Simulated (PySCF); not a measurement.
C₄H₇O (SMILES [CH2]C(=O)CC), doublet, at a GFN2-xTB geometry. Base run: PySCF with CAMB3LYP/STO-3G.

The PySCF input:
```python
from pyscf import gto, scf, dft

mol = gto.M(
    atom='''
C     1.44555228   -0.75668889    0.14500962
C     0.54901498    0.30637915   -0.12990861
O     0.80095441    1.18545001   -0.95320273
C    -0.74734734    0.30929467    0.66407780
C    -1.67627365   -0.77652555    0.12261494
H     1.23704069   -1.48575989    0.90681963
H     2.40906990   -0.77370040   -0.33393257
H    -0.53753478    0.12683720    1.71935813
H    -1.21681250    1.28779797    0.56012664
H    -2.60501483   -0.79088719    0.68831743
H    -1.90862919   -0.58502888   -0.92228922
H    -1.21143234   -1.75761500    0.19645917
''',
    basis='sto-3g',
    spin=1,
    verbose=4,
)

mf = dft.UKS(mol)
mf.xc = 'camb3lyp'
mf.kernel()
mf.analyze()
```

Variants of this job, named by their change:

```tsv
change	ΔE vs base (mEh)	SCF cycles	<S^2>	outcome
base	0.000	15	0.795	converged
diis = off; damp = 0.3 (with mf.diis_start_cycle = 200; with mf.max_cycle = 150)	0.000	57	0.795	converged
conv_tol = 1e-11	0.000	18	0.795	converged
diis_space = 20	0.000	15	0.795	converged
solver = newton; init_guess = 1e	0.000	-	0.795	converged
level_shift = 0.5 (with mf.max_cycle = 100)	0.000	30	0.795	converged
level_shift = 1.0 (with mf.max_cycle = 100)	0.000	44	0.795	converged
DIIS = ADIIS	0.000	45	0.795	converged
damp = 0.5; diis_start_cycle = 5	0.000	16	0.795	converged
diis_space = 12	0.000	15	0.795	converged
init_guess = 1e	38.169	40	0.756	another SCF solution
diis = off; damp = 0.6 (with mf.diis_start_cycle = 200; with mf.max_cycle = 150)	0.000	71	0.795	converged
diis_space = 4	0.000	21	0.795	converged
```

A guess, shift, damping, solver or small numerical setting can't move a converged solution much, so rows marked as another SCF solution ended in a different state.

Open shells are given as the SCF converged; they aren't shown to be the lowest states, and a large step between rows can be another state.
